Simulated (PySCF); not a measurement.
# Si(vinyl)2(tBu)2 in a uniform electric field

Si(vinyl)2(tBu)2, C12H24Si.
Cartesian coordinates in Å at the PBE0-D3(BJ)/def2-SVP level; atoms count from 1:
```
atom  x, y, z in Å
Si1    0.312    0.005    0.214
C2     0.344   -0.015    2.096
C3     1.303   -0.562    2.854
H4    -0.515    0.424    2.623
H5     2.195   -1.020    2.412
H6     1.246   -0.576    3.948
C7     2.067    0.032   -0.466
C8     3.133    0.566    0.144
H9     2.227   -0.385   -1.470
H10    3.063    1.005    1.145
H11    4.124    0.587   -0.324
C12   -0.543    1.640   -0.341
C13    0.103    2.775    0.463
C14   -2.047    1.615   -0.060
C15   -0.298    1.904   -1.830
H16   -0.317    3.748    0.150
H17   -0.073    2.673    1.546
H18    1.192    2.819    0.303
H19   -2.273    1.388    0.994
H20   -2.570    0.872   -0.682
H21   -2.493    2.600   -0.284
H22   -0.736    1.128   -2.474
H23    0.777    1.964   -2.058
H24   -0.752    2.868   -2.123
C25   -0.515   -1.636   -0.367
C26   -0.829   -1.617   -1.864
C27   -1.798   -1.909    0.425
C28    0.482   -2.763   -0.075
H29   -1.207   -2.604   -2.187
H30   -1.603   -0.876   -2.115
H31    0.060   -1.394   -2.476
H32   -2.574   -1.151    0.245
H33   -1.605   -1.943    1.509
H34   -2.220   -2.888    0.135
H35    0.747   -2.806    0.993
H36    1.416   -2.652   -0.647
H37    0.041   -3.739   -0.346
```

Level: CAM-B3LYP/def2-SVPD (PySCF); nuclei fixed, core orbitals frozen in the response. Permanent dipole (0.027, -0.001, 0.021) D (1 au = 2.5417 D). Static polarisability (au):

```
x   173.21   0.97  11.95
y     0.97 168.62  -1.60
z    11.95  -1.60 163.57
```

Only the terms in μ and α are kept: μ(F) = μ + αF and ΔE = −μ·F − ½ F·αF.

Q: A field of 0.005 au (0.257 V/Å) is applied along each axis in both senses. Find the induced dipole, the size of the total dipole and the two energy terms.

A: 
```tsv
field along	induced x (D)	induced y (D)	induced z (D)	total size (D)	−μ·F (kJ/mol)	−½F·αF (kJ/mol)
+x	2.201	0.012	0.152	2.235	-0.139	-5.685
−x	-2.201	-0.012	-0.152	2.178	+0.139	-5.685
+y	0.012	2.143	-0.020	2.142	+0.005	-5.534
−y	-0.012	-2.143	0.020	2.144	-0.005	-5.534
+z	0.152	-0.020	2.079	2.107	-0.108	-5.368
−z	-0.152	0.020	-2.079	2.062	+0.108	-5.368
```

Q: For the field (-0.0010, -0.0025, -0.0045) au, what is the induced dipole, and what angle does it make with the field?

A: αF = (-0.583, -1.056, -1.891) D, at 4.1° to the field. The polarisability along this direction, F·αF/F², is 167.85 au, against a mean of 168.47 au.

Q: A unit point charge sits 10 Å away. Estimate the induction energy −αe²/2R⁴ with the mean polarisability, treating the molecule as a point.

A: R = 18.90 bohr, so the energy is −168.5/(2 × 18.90⁴) Eh = -1.73 kJ/mol.

Isolated species at its PBE0-D3(BJ)/def2-SVP geometry (one conformer only).

These values come from a run that also computed excited states. Hardware: 2 threads, Intel Xeon Platinum 8488C (x86_64), shared host with 96 logical CPUs at a one-minute load of 97. Cost: 6.5 min wall, 14 min CPU (grids of density and orbitals included), 4.1 GiB resident at most.
